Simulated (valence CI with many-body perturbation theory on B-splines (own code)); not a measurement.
**E1 line list for Tb³⁴⁺**

Calculated by relativistic CI+MBPT: three valence electrons over a frozen Dirac-Fock core [Ar] 3d10, a basis of 11 s, 11 p, 10 d, 8 f, 5 g, 2 h functions for each j, with the one-electron correlation potential Σ1 (screened to all orders), the two-electron term Σ2, the three-electron term Σ3, Breit, model QED; selected single and double excitations, second order for the rest, scaled by the run's own slope (own B-spline code, finite nucleus).

The last digits are not significant, and no measured levels were compared; by estimate large intervals hold to a few tenths of a per cent, small ones and those within an open d or f shell to about a per cent.

Lines 101 to 150 of 525 in falling wavelength, among levels below 42.106 Ry, chosen from the strongest by gf and those to the six lowest levels. Wavelengths and rates use the calculated energies. Electric multipoles are in the length gauge with retardation, E1 and E2 with the static RPA response of the core. Weak lines are less certain than strong ones. Lines between different terms over intervals too small for the method are left out, as are lines whose strength nearly cancels. Where a level lies close to another of its J and parity, the split of strength between their lines is uncertain. The highest levels of a list are the least certain.

Levels are named by their leading jj configuration (3d3/2^4 stands for four electrons in 3d with j = 3/2), which in mixed levels can hold well under half, so a name can repeat and another be missing. Letters in brackets count levels of one name in rising energy.

```tsv
λ vac (nm)	Upper	Lower	A (s⁻¹)	S (a.u.) with core polarisation	S without
9.550	(4s 4p1/2 4p3/2) J=3/2 [b]	(4s^2 4p1/2) J=1/2	1.33e+11	2.28e-01	2.44e-01
9.538	(4p1/2 4p3/2 4f5/2) J=5/2 [c]	(4s 4p1/2 4f7/2) J=7/2 [a]	5.17e+10	1.33e-01	1.42e-01
9.537	(4p3/2 4d3/2 4d5/2) J=7/2 [c]	(4s 4d3/2 4d5/2) J=7/2 [a]	3.43e+10	1.17e-01	1.26e-01
9.536	(4p1/2 4p3/2 4f7/2) J=9/2	(4s 4p1/2 4f7/2) J=7/2 [a]	2.22e+10	9.51e-02	1.01e-01
9.516	(4p1/2 4p3/2 4f5/2) J=3/2 [b]	(4s 4p1/2 4f5/2) J=3/2	6.02e+10	1.02e-01	1.09e-01
9.511	(4p1/2 4p3/2 4f7/2) J=7/2 [a]	(4s 4p1/2 4f7/2) J=7/2 [a]	5.98e+10	2.03e-01	2.17e-01
9.510	(4p3/2^2 4f7/2) J=11/2	(4s 4p3/2 4f5/2) J=9/2	4.70e+10	2.40e-01	2.56e-01
9.501	(4s 4p3/2 4f7/2) J=9/2 [c]	(4s^2 4f7/2) J=7/2	4.81e+11	2.04e+00	2.17e+00
9.498	(4p3/2^2 4d3/2) J=3/2 [b]	(4s 4p3/2 4d3/2) J=3/2 [b]	8.13e+10	1.38e-01	1.47e-01
9.491	(4p3/2 4d3/2 4d5/2) J=5/2 [b]	(4s 4d3/2 4d5/2) J=5/2 [a]	3.82e+10	9.68e-02	1.04e-01
9.446	(4s 4p3/2 4f5/2) J=7/2 [b]	(4s^2 4f5/2) J=5/2	1.52e+11	5.06e-01	5.41e-01
9.445	(4p1/2^2 4p3/2) J=3/2	(4s 4p1/2^2) J=1/2	8.45e+10	1.40e-01	1.50e-01
9.431	(4s 4d3/2 4d5/2) J=7/2 [b]	(4s 4p3/2 4d3/2) J=5/2 [b]	1.55e+11	5.12e-01	5.49e-01
9.429	(4p3/2 4d3/2^2) J=1/2	(4s 4d3/2^2) J=3/2	1.32e+11	1.09e-01	1.17e-01
9.420	(4s 4p3/2 4f7/2) J=5/2	(4s^2 4f7/2) J=7/2	2.30e+11	5.70e-01	6.09e-01
9.416	(4p1/2 4p3/2 4d5/2) J=3/2 [a]	(4s 4p1/2 4d3/2) J=3/2 [b]	8.58e+10	1.41e-01	1.51e-01
9.411	(4s 4p3/2 4f5/2) J=9/2	(4s 4p3/2 4d5/2) J=7/2 [a]	6.92e+10	2.85e-01	3.03e-01
9.409	(4p1/2 4p3/2 4d5/2) J=5/2 [b]	(4s 4p1/2 4d5/2) J=5/2 [a]	8.86e+10	2.18e-01	2.33e-01
9.402	(4s 4d3/2 4d5/2) J=5/2 [a]	(4s 4p3/2 4d3/2) J=3/2 [a]	4.19e+10	1.03e-01	1.10e-01
9.397	(4p1/2 4p3/2 4f5/2) J=3/2 [a]	(4s 4p1/2 4f5/2) J=5/2 [a]	1.34e+11	2.20e-01	2.35e-01
9.393	(4p1/2 4p3/2 4f5/2) J=5/2 [c]	(4s 4p1/2 4f5/2) J=5/2 [a]	5.48e+10	1.34e-01	1.43e-01
9.390	(4s 4d3/2 4f5/2) J=7/2 [b]	(4p3/2^2 4d5/2) J=5/2 [a]	5.79e+10	1.89e-01	2.02e-01
9.380	(4p1/2 4p3/2 4d3/2) J=3/2 [a]	(4s 4p1/2 4d3/2) J=3/2 [a]	9.44e+10	1.54e-01	1.65e-01
9.378	(4s 4p3/2 4d5/2) J=5/2 [b]	(4s^2 4d5/2) J=5/2	1.27e+11	3.11e-01	3.33e-01
9.376	(4p3/2 4d3/2 4d5/2) J=7/2 [b]	(4p3/2^2 4d5/2) J=9/2	6.06e+10	1.97e-01	2.10e-01
9.369	(4s 4p3/2 4d5/2) J=3/2	(4s^2 4d5/2) J=5/2	2.47e+11	4.00e-01	4.28e-01
9.369	(4p3/2 4d3/2 4d5/2) J=9/2 [b]	(4p3/2^2 4d3/2) J=7/2	3.51e+10	1.42e-01	1.52e-01
9.357	(4s 4p1/2 4d3/2) J=3/2 [b]	(4s 4p1/2 4p3/2) J=5/2	1.06e+10	1.71e-02	1.82e-02
9.356	(4s 4d3/2 4f7/2) J=9/2 [b]	(4s 4p3/2 4f7/2) J=11/2	5.02e+10	2.03e-01	2.16e-01
9.354	(4p3/2^3) J=3/2 [a]	(4s 4p3/2^2) J=5/2	1.43e+11	2.31e-01	2.47e-01
9.347	(4p3/2 4d3/2 4d5/2) J=5/2 [b]	(4p3/2^2 4d3/2) J=7/2	5.30e+10	1.28e-01	1.37e-01
9.341	(4p1/2 4p3/2 4d3/2) J=1/2 [a]	(4s 4p1/2 4d3/2) J=3/2 [a]	1.87e+11	1.51e-01	1.61e-01
9.338	(4p1/2 4p3/2 4f5/2) J=5/2 [a]	(4p1/2 4p3/2 4d5/2) J=7/2 [b]	5.50e+10	1.33e-01	1.41e-01
9.337	(4s 4d3/2 4f7/2) J=11/2	(4s 4d5/2^2) J=9/2	3.00e+10	1.45e-01	1.54e-01
9.336	(4s 4p1/2 4p3/2) J=1/2	(4s^2 4p1/2) J=1/2	2.94e+11	2.36e-01	2.52e-01
9.331	(4s 4p3/2^2) J=1/2	(4s^2 4p3/2) J=3/2	2.06e+11	1.65e-01	1.77e-01
9.326	(4s 4d5/2 4f7/2) J=13/2	(4s 4p3/2 4f7/2) J=11/2	2.06e+11	1.16e+00	1.23e+00
9.324	(4p1/2 4d3/2 4d5/2) J=5/2 [a]	(4p1/2 4p3/2 4d3/2) J=3/2 [a]	3.92e+10	9.42e-02	1.00e-01
9.313	(4p3/2^2 4f7/2) J=11/2	(4s 4p3/2 4f7/2) J=11/2	1.02e+11	4.90e-01	5.24e-01
9.302	(4p3/2^2 4d5/2) J=3/2	(4s 4p3/2 4d5/2) J=5/2 [a]	5.78e+10	9.19e-02	9.81e-02
9.300	(4s 4p3/2 4f5/2) J=3/2 [b]	(4s^2 4f5/2) J=5/2	2.02e+11	3.20e-01	3.42e-01
9.297	(4p3/2 4d3/2 4d5/2) J=3/2 [a]	(4s 4d3/2 4d5/2) J=5/2 [a]	7.30e+10	1.16e-01	1.24e-01
9.292	(4p1/2 4p3/2^2) J=3/2	(4s 4p1/2 4p3/2) J=3/2 [a]	1.08e+11	1.71e-01	1.83e-01
9.289	(4p1/2 4d3/2 4d5/2) J=7/2 [a]	(4p1/2 4p3/2 4d3/2) J=5/2 [a]	6.18e+10	1.96e-01	2.09e-01
9.285	(4p3/2 4d3/2 4d5/2) J=5/2 [d]	(4p3/2^2 4d3/2) J=3/2 [b]	6.13e+10	1.45e-01	1.55e-01
9.280	(4p1/2 4p3/2 4f5/2) J=5/2 [b]	(4p1/2 4p3/2 4d5/2) J=5/2 [b]	4.85e+10	1.15e-01	1.22e-01
9.269	(4p3/2 4d3/2 4d5/2) J=7/2 [b]	(4p3/2^2 4d3/2) J=7/2	4.12e+10	1.29e-01	1.38e-01
9.268	(4p1/2^2 4d5/2) J=5/2	(4p1/2^2 4p3/2) J=3/2	9.88e+10	2.33e-01	2.47e-01
9.262	(4p1/2 4d3/2 4d5/2) J=9/2	(4p1/2 4p3/2 4d3/2) J=7/2	5.78e+10	2.27e-01	2.42e-01
9.250	(4s 4d5/2^2) J=5/2	(4s 4p3/2 4d5/2) J=7/2 [a]	4.88e+10	1.14e-01	1.22e-01
```
